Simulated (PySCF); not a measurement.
PySCF 2.14 output of an unrestricted TPSS calculation on a single atom or ion in cc-pVTZ-DK, with the spin-free X2C one-electron Hamiltonian (Gaussian nucleus):

```
SCF conv_tol = 1e-09
number electrons alpha = 16  beta = 15
    J. Tao, J. P. Perdew, V. N. Staroverov, and G. E. Scuseria.,  Phys. Rev. Lett. 91, 146401 (2003)
    J. P. Perdew, J. Tao, V. N. Staroverov, and G. E. Scuseria.,  J. Chem. Phys. 120, 6898 (2004)
    J. Tao, J. P. Perdew, V. N. Staroverov, and G. E. Scuseria.,  Phys. Rev. Lett. 91, 146401 (2003)
    J. P. Perdew, J. Tao, V. N. Staroverov, and G. E. Scuseria.,  J. Chem. Phys. 120, 6898 (2004)
cycle= 1 E= -2259.61227141347  delta_E= -0.00944  |g|= 0.144  |ddm|= 0.397
cycle= 2 E= -2259.61332681686  delta_E= -0.00106  |g|= 0.117  |ddm|= 0.222
cycle= 3 E= -2259.61567325844  delta_E= -0.00235  |g|= 0.00143  |ddm|= 0.101
cycle= 4 E= -2259.61567377504  delta_E= -5.17e-07  |g|= 0.000108  |ddm|= 0.00179
cycle= 5 E= -2259.61567377932  delta_E= -4.28e-09  |g|= 2.81e-06  |ddm|= 0.000138
cycle= 6 E= -2259.61567377933  delta_E= -1.82e-12  |g|= 5.8e-08  |ddm|= 3.79e-06
converged SCF energy = -2259.61567377933  <S^2> = 0.75218626  2S+1 = 2.0021851
```

The run itself started from symmetry-adapted Hartree-Fock orbitals and held the occupation by maximum overlap, on a logarithmic radial grid, so the iterations belong to that start.

Question: Which element, charge and spin multiplicity is this?

Answer: As²⁺ (arsenic, charge +2), multiplicity 2; the state was [Ar] 3d10 4s2 4p1, 2P determinant.
